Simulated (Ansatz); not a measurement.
Consider the atomization: `C[O][AlH][O]C` → Al• + 2 C• + 7 H• + 2 O•.

Gas-phase electronic energies from Ansatz, PBE0-D4/def2-TZVP geometries. CCSD(T)/CBS is the MP2 limit (def2-TZVPP, def2-QZVPP) plus CCSD(T) − MP2 in def2-TZVPP, frozen cores. This one scheme is used for every species, atoms too. DFT in def2-TZVPP. Open shells (•) are unrestricted, without spin–orbit coupling. Spin–orbit coupling would lower the free atoms: a little for Al, C, O. Each species was taken in one conformer, which may not be the lowest.

Problem. What is ΔE at CCSD(T)/CBS? (Best estimate.)

Solution. Ansatz gave: +4518.0 kJ/mol.

Problem. What do these levels give: r2SCAN-D4, r2SCANh-D4, PBE, r2SCAN, CCSD/def2-SVP, SCS-MP2/def2-TZVPP? (Estimate.)

Solution. Ansatz gave: r2SCAN-D4 4516.5, r2SCANh-D4 4485.6, PBE 4546.4, r2SCAN 4511.5, CCSD/def2-SVP 4244.1, SCS-MP2/def2-TZVPP 4463.9 kJ/mol.

Largest T1 diagnostic among the species: 0.018.

The D4 term adds +30.5 kJ/mol with B3LYP and +16.3 kJ/mol with PBE0; it sums over pairs of atoms, weighted by their polarisabilities, and B3LYP, whose exchange is more repulsive, gets the larger term. From r2SCAN to r2SCAN0 (25 % exact exchange), in def2-TZVPP and without D4, ΔE moves by −76.3 kJ/mol: exact exchange takes away binding that semilocal exchange gives to molecules. In def2-TZVPP, CCSD(T) changes the Hartree–Fock value by +1102.5 kJ/mol (the triples alone add +58.5 kJ/mol) and MP2 by +1180.3 kJ/mol; breaking electron pairs costs correlation energy, which Hartree–Fock lacks.

B3LYP here is the variant with VWN-RPA as its local correlation; programs differ in this.

For atomizations the MP2-based limit and the directly extrapolated one differ by several kJ/mol either way, and by 10 to 25 for some Ge, Se and Sn compounds, so smaller differences from it don't rank the levels.
